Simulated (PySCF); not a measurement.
Input for PySCF: R-B3LYP/6-31G* on C2H4 (SMILES C=C).

```python
from pyscf import gto, scf, dft, mp
from pyscf.data.elements import chemcore

mol = gto.M(
    atom='''
    C    -0.14217367    0.73372972   -0.10529668
    C     0.30826340   -0.51102443   -0.14968332
    H     0.36212425    1.54138089   -0.62195466
    H    -1.03482625    0.99602204    0.44960516
    H    -0.19744383   -1.31709268    0.36769379
    H     1.20052187   -0.77484138   -0.70456579
    ''',
    basis='6-31g*',
    cart=True,
    charge=0, spin=0, verbose=3, max_memory=1800)
mf = dft.RKS(mol, xc='b3lyp')
mf.conv_tol = 1e-8
mf.max_cycle = 100
mf.kernel()
if not mf.converged:
    mf = mf.newton().run(mf.mo_coeff, mf.mo_occ)
```

Predict the final total energy.

-78.5874 hartree.
